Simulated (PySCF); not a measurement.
Geometry:
```csv
atom,x (Å),y (Å),z (Å)
C1,2.954,-0.037,0.378
C2,1.473,-0.037,0.214
C3,0.752,-0.196,-0.941
C4,-0.650,-0.139,-0.701
S5,-2.071,-0.264,-1.675
C6,-3.086,-0.043,-0.289
C7,-2.385,0.120,0.876
C8,-0.984,0.063,0.636
S9,0.441,0.186,1.607
H10,3.439,-0.176,-0.598
H11,3.319,0.910,0.806
H12,3.292,-0.849,1.042
H13,1.218,-0.347,-1.916
H14,-4.168,-0.047,-0.414
H15,-2.854,0.270,1.849
```

Geometry: PBE0-D3(BJ)/def2-SVP; GIAO shifts from PySCF 2.14, gas phase, non-relativistic, averaged over equivalent atoms.

At CAM-B3LYP/pcSseg-1 (197 basis functions, 46 s wall time on 1 thread of an Arm Neoverse V1, shared host):
```
      atoms  δ (ppm)
         C2    157.0
         C4    149.7
         C8    149.5
         C6    137.9
         C7    127.3
         C3    125.0
         C1     17.9
         S9    191.9
         S5    182.5
        H15     7.12
        H14     7.04
        H13     6.89
H10/H11/H12     2.52
```

δ = σ(ref) − σ, references computed at the same level: 13C (σ = 182.45 ppm) and 1H (σ = 31.33 ppm) vs TMS; 33S (σ = 487.21 ppm) vs CS2.

Estimate the result of repeating the calculation with PBE0/pcSseg-1.

Results:


| atoms | δ at PBE0/pcSseg-1 | change |
| --- | --- | --- |
| C2 | 151.2 | -5.8 |
| C4 | 144.1 | -5.6 |
| C8 | 144.5 | -5.0 |
| C6 | 132.8 | -5.1 |
| C7 | 124.1 | -3.2 |
| C3 | 122.3 | -2.7 |
| C1 | 18.8 | +0.9 |
| S9 | 183.5 | -8.4 |
| S5 | 174.1 | -8.4 |
| H15 | 7.17 | +0.05 |
| H14 | 7.07 | +0.03 |
| H13 | 6.94 | +0.05 |
| H10/H11/H12 | 2.58 | +0.06 |

References, each an isolated molecule treated in the same way: TMS for 13C (σref 184.41) and 1H (σref 31.27); 33S (σref 495.66) against CS2.

The largest change is at S9 (aromatic ring sulfur). Cost: 197 basis functions, 43 s wall time on 1 thread of an Arm Neoverse V1, shared host. The order of the carbon signals changes between the two levels.
